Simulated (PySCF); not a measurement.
Q: What does the GFN2-xTB structure of InChI=1S/C9H14O/c1-6-4-7(2)9(5-6)8(3)10/h7,9H,1,4-5H2,2-3H3/t7-,9+/m1/s1 look like in three dimensions?

A: 
```xyz
24
C9H14O angstrom
C     -3.182   -0.506    0.257
C     -1.928   -0.322   -0.112
C     -1.428    0.788   -0.996
C      0.081    0.849   -0.735
C      0.388    1.726    0.474
C      0.437   -0.639   -0.491
C      1.752   -0.807    0.241
C      2.975   -0.651   -0.629
O      1.822   -1.049    1.419
C     -0.765   -1.189    0.284
H     -3.472   -1.331    0.885
H     -3.970    0.159   -0.056
H     -1.620    0.529   -2.042
H     -1.925    1.735   -0.790
H      0.620    1.239   -1.603
H      0.063    2.748    0.285
H     -0.128    1.359    1.357
H      1.456    1.743    0.685
H      0.515   -1.131   -1.465
H      3.869   -0.590   -0.013
H      3.056   -1.521   -1.280
H      2.892    0.233   -1.255
H     -0.947   -2.241    0.063
H     -0.572   -1.110    1.357
```

Orientation and origin are arbitrary. Atoms count from 1 in this order. The 9 C–C bonds span 1.320 Å (C1=C2, drawn double) to 1.549 Å (C4–C6, drawn single), a spread of 0.229 Å. Of the pairs four or more bonds apart, O9···H24 is among the closest relative to their van der Waals radii: 2.40 Å, 88 % of the sum of Bondi's values. The 5-membered ring C2–C3–C4–C6–C10 has internal angles of 102.4° to 108.8° (sum 526°, against 540° for a flat polygon); it is puckered, 0.17 Å rms from its mean plane, widest ring torsion 37°.

Bonds between heavy atoms (Å): C1=C2 1.320, C2–C3 1.505, C3–C4 1.532, C4–C5 1.526, C4–C6 1.549, C6–C7 1.515, C7–C8 1.509, C7=O9 1.205, C6–C10 1.532, C2–C10 1.504.

Structure optimised with GFN2-xTB, isolated species.

Point group: C1 (no symmetry element, even within 0.4 Å). GFN2-xTB frequencies: not computed here. The numbers are those of one conformer (C4–C6–C7–C8 -79°, C1–C2–C3–C4 161°, C2–C3–C4–C5 -86°, C3–C4–C6–C7 -161°, C4–C6–C10–C2 26°).
